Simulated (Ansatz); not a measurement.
Reaction (redistribution): `O[SiH](O)S[SiH](O)O` + `CO[Si](F)(F)F` → `O[SiH](O)O[Si](F)(F)F` + `CS[SiH](O)O`

Program: Ansatz. Geometries: PBE0-D4/def2-TZVP. ΔE: electronic, gas phase. CCSD(T)/CBS is the MP2 limit (def2-TZVPP, def2-QZVPP) plus CCSD(T) − MP2 in def2-TZVPP, frozen cores. DFT in def2-TZVPP. B3LYP here is the variant with VWN-RPA as its local correlation; programs differ in this. One conformer a species, not always the lowest.

`O[SiH](O)S[SiH](O)O`:

Z-matrix (Å, degrees):
```
Si
O 1 1.628
S 1 2.161 2 110.1
O 1 1.628 2 109.7 3 123.4
H 1 1.474 2 114.0 3 -119.5
H 2 0.967 1 118.8 3 25.6
Si 3 2.125 1 100.5 2 13.2
H 4 0.959 1 118.1 2 -55.1
O 7 1.634 3 107.3 1 -172.1
O 7 1.650 3 112.3 1 -52.7
H 7 1.473 3 112.5 1 64.0
H 9 0.958 7 118.2 3 -14.6
H 10 0.961 7 116.3 3 -75.1
```

`CO[Si](F)(F)F`:

Z-matrix (Å, degrees):
```
C
O 1 1.417
H 1 1.093 2 110.9
H 1 1.093 2 110.9 3 -121.7
H 1 1.089 2 107.6 3 119.1
Si 2 1.596 1 127.0 3 61.4
F 6 1.566 2 108.3 1 179.8
F 6 1.574 2 112.2 1 -60.3
F 6 1.574 2 112.2 1 59.8
```

`O[SiH](O)O[Si](F)(F)F`:

Cartesian coordinates in Å:
```
O -1.460 0.725 -1.740
Si 0.013 0.355 -1.160
O 0.761 1.604 -0.422
O -0.092 -0.781 0.013
Si 0.229 -1.178 1.520
F -0.229 -2.655 1.779
F 1.763 -1.084 1.839
F -0.538 -0.252 2.532
H -2.136 1.042 -1.139
H 0.763 -0.181 -2.304
H 0.927 2.405 -0.920
```

`CS[SiH](O)O`:

```xyz
11

C    -1.904   -0.430   -0.008
S    -0.814    0.892   -0.615
Si    1.012    0.225    0.242
O     2.101    1.430    0.024
O     1.610   -1.140   -0.424
H    -2.922   -0.146   -0.269
H    -1.664   -1.380   -0.484
H    -1.831   -0.529    1.075
H     0.790   -0.137    1.659
H     1.801    2.329    0.160
H     1.821   -1.114   -1.360
```

| level | ΔE (kJ/mol) | difference from CCSD(T)/CBS |
| --- | --- | --- |
| PBE-D4 | -81.6 | 19.6 |
| r2SCAN-D4 | -93.3 | 7.9 |
| PBE0-D4 | -88.6 | 12.6 |
| B3LYP-D4 | -95.5 | 5.7 |
| ωB97X-V | -93.9 | 7.3 |
| ωB97M-V | -95.5 | 5.7 |
| B2PLYP | -101.1 | 0.1 |
| PBE | -84.3 | 16.9 |
| PBE0 | -91.0 | 10.2 |
| B3LYP | -100.2 | 1.0 |
| HF/def2-TZVPP | -117.8 | -16.6 |
| CCSD/def2-TZVPP | -104.2 | -3.0 |
| HF/def2-QZVPP | -120.5 | -19.3 |
| MP2/def2-QZVPP | -102.7 | -1.5 |
| HF/CBS(def2) | -120.8 | -19.6 |
| CCSD/CBS(def2) | -105.7 | -4.5 |
| CCSD(T)/CBS | -101.2 | 0 |

Largest T1 diagnostic among the species: 0.012.

The D4 term adds +4.7 kJ/mol with B3LYP and +2.4 kJ/mol with PBE0; it sums over pairs of atoms, weighted by their polarisabilities, and B3LYP, whose exchange is more repulsive, gets the larger term. From PBE to PBE0 (25 % exact exchange), in def2-TZVPP and without D4, ΔE moves by −6.6 kJ/mol.
